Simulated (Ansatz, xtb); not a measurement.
Species: C3H7O2, net charge 1, singlet state. It need not be the lowest isomer of its formula. SMILES: [OH+](CC)C=O
Coordinates optimised at B3LYP-D3(BJ)/def2-TZVP (Ansatz, a program for electronic structure):
```
C
H 1 1.0848
H 1 1.0864 2 111.25
C 1 1.4974 2 114.57 3 -132.52
H 4 1.0894 1 112.03 2 -52.08
H 4 1.0915 5 110.35 1 126.01
H 4 1.0927 5 107.79 6 116.51
O 1 1.5491 2 102.40 3 111.22
H 8 0.9758 1 115.17 2 155.96
C 8 1.5027 9 116.83 1 -152.72
O 10 1.1571 8 118.35 9 162.07
H 10 1.0924 11 133.75 8 -177.88
```
Charge +1, spin multiplicity 1.

Harmonic wavenumbers from GFN2-xTB (xtb, at its own minimum), cm⁻¹: 34, 168, 210, 260, 329, 454, 662, 704, 801, 826, 914, 997, 1047, 1109, 1161, 1202, 1232, 1281, 1405, 1432, 1458, 1465, 1912, 2937, 2991, 3013, 3042, 3059, 3066, 3173.

Question: Give the harmonic wavenumbers at B3LYP-D3(BJ)/def2-TZVP (Ansatz, finite differences of forces, unscaled).

Answer: 37, 167, 193, 270, 319, 364, 582, 670, 757, 822, 963, 971, 1111, 1152, 1273, 1321, 1339, 1402, 1422, 1480, 1496, 1505, 1966, 3044, 3105, 3120, 3131, 3132, 3196, 3655 cm⁻¹. Zero-point energy 62.8 kcal/mol.
